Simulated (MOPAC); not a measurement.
Job for MOPAC: PM3 on NaN, 2S+1 = 3, a spin state set in the input, which need not be the lowest, a point of a bond scan (R = 2.249 Å).

```
PM3 1SCF PRECISE CHARGE=0 UHF MS=1 THREADS=1
NNa

N      0.00000000 1     0.00000000 1     0.00000000 1
Na     0.00000000 1     0.00000000 1     2.24863700 1
```

The log:

```
*******************************************************************************
 **                                                                           **
 **                              MOPAC v23.2.5                                **
 **                                                                           **
 *******************************************************************************
 ** MOPAC's Digital Object Identifier: https://doi.org/10.5281/zenodo.6511958 **
 **                                                                           **
 ** Please cite the open-source release paper for use of this MOPAC version:  **
 ** J. E. Moussa and J. J. P. Stewart (2026)                                  **
 ** MOPAC: An open-source semiempirical molecular orbital program             **
 ** J. Open Source Softw., 11(119), 8025, https://doi.org/10.21105/joss.08025 **
 *******************************************************************************

                              PM3 CALCULATION RESULTS

 *******************************************************************************
 *  PM3        - The PM3 Hamiltonian to be used
 *  UHF        - UNRESTRICTED HARTREE-FOCK CALCULATION
 *
 *
 *
 *                 CHARGE ON SYSTEM = 0
 *
 *
 *
 *  MS=        - IN MECI, MAGNETIC COMPONENT OF SPIN =  1.0
 *  PRECISE    - TIGHTER CRITERIA TO BE USED
 *  1SCF       - DO 1 SCF AND THEN STOP
 *  THREADS=1  - MULTI-THREADING NOT USED
 *  T=         - A TIME OF 172800.0 SECONDS REQUESTED
 *  DUMP=N     - RESTART FILE WRITTEN EVERY 7200.0 SECONDS REQUESTED
 *******************************************************************************
PM3 1SCF PRECISE CHARGE=0 UHF MS=1 THREADS=1
 NNa

   ATOM   CHEMICAL          X               Y               Z
  NUMBER   SYMBOL      (ANGSTROMS)     (ANGSTROMS)     (ANGSTROMS)

     1       N          0.00000000  *   0.00000000  *   0.00000000  *
     2      Na          0.00000000  *   0.00000000  *   2.24863700  *



          CARTESIAN COORDINATES

    NO.       ATOM           X           Y           Z

     1         N          0.0000      0.0000      0.0000
     2        Na          0.0000      0.0000      2.2486

  N: (PM3): J. J. P. STEWART, J. COMP. CHEM. 10, 209 (1989).
 Na: (PM3): J. J. P. STEWART, J. MOL. MOD., 10, 155-164 (2004)

           Empirical Formula: N Na  =     2 atoms



      MOLECULAR POINT GROUP   :   C*v


          UHF CALCULATION, NO. OF ALPHA ELECTRONS =    4
                           NO. OF BETA  ELECTRONS =    2

 -------------------------------------------------------------------------------
 PM3 1SCF PRECISE CHARGE=0 UHF MS=1 THREADS=1
 NNa



     1SCF WAS SPECIFIED, SO BFGS WAS NOT USED
     SCF FIELD WAS ACHIEVED


                              PM3 CALCULATION
                                                       MOPAC v23.2.5 Linux




          FINAL HEAT OF FORMATION =         89.37560 KCAL/MOL =     373.94749 KJ/MOL


          COSMO AREA              =        100.21 SQUARE ANGSTROMS
          COSMO VOLUME            =         91.03 CUBIC ANGSTROMS

          IONIZATION POTENTIAL    =          7.029789 EV
          ALPHA SOMO LUMO (EV)    =         -8.065  0.822
          BETA  SOMO LUMO (EV)    =         -7.030  0.167
          NO. OF ALPHA ELECTRONS  =          4
          NO. OF BETA  ELECTRONS  =          2
          MOLECULAR WEIGHT        =         36.9965         POINT GROUP:  C*v

          MOLECULAR DIMENSIONS (Angstroms)

            Atom       Atom       Distance
           Na     2    N     1     2.24864
           Na     2    N     1     0.00000
            N     1   Na     2     0.00000


          SCF CALCULATIONS        =          1





   ATOM   CHEMICAL          X               Y               Z
  NUMBER   SYMBOL      (ANGSTROMS)     (ANGSTROMS)     (ANGSTROMS)

     1       N          0.00000000  *   0.00000000  *   0.00000000  *
     2      Na          0.00000000  *   0.00000000  *   2.24863700  *

                             CARTESIAN COORDINATES

   1    N        0.000000000     0.000000000     0.000000000
   2   Na        0.000000000     0.000000000     2.248637000


           Empirical Formula: N Na  =     2 atoms



      MOLECULAR POINT GROUP   :   C*v


          ALPHA EIGENVALUES
 -18.22754  -8.86324  -8.86324  -8.06476   0.82170   0.82170   1.32866   2.61200


           BETA EIGENVALUES
 -16.06733  -7.02979   0.16703   0.16703   1.40248   2.89688   3.61665   3.61665


              NET ATOMIC CHARGES AND DIPOLE CONTRIBUTIONS

  ATOM NO.   TYPE          CHARGE      No. of ELECS.   s-Pop       p-Pop
    1          N          -0.639301        5.6393     1.87974     3.75956
    2         Na           0.639301        0.3607     0.03051     0.33019
 DIPOLE           X         Y         Z       TOTAL
 POINT-CHG.     0.000     0.000     6.905     6.905
 HYBRID         0.000     0.000     0.598     0.598
 SUM            0.000     0.000     7.503     7.503


          ATOMIC ORBITAL ELECTRON POPULATIONS

     Atom    s        px        py        pz
    1  N   1.87974   0.96101   0.96101   1.83754
    2 Na   0.03051   0.03899   0.03899   0.25221


                    (SZ)    =    1.000000
                    (S**2)  =    2.003471


          ATOMIC ORBITAL SPIN POPULATIONS

    Atom   Total    s     px     py     pz
         Atomic
    1  N  1.9620  0.014  0.961  0.961  0.026
    2 Na  0.0380 -0.007  0.039  0.039 -0.033

 **********************
 *                    *
 * JOB ENDED NORMALLY *
 *                    *
 **********************




 == MOPAC DONE ==
```

The run finished.

Cost: about 0.020 core-seconds (a rough figure).
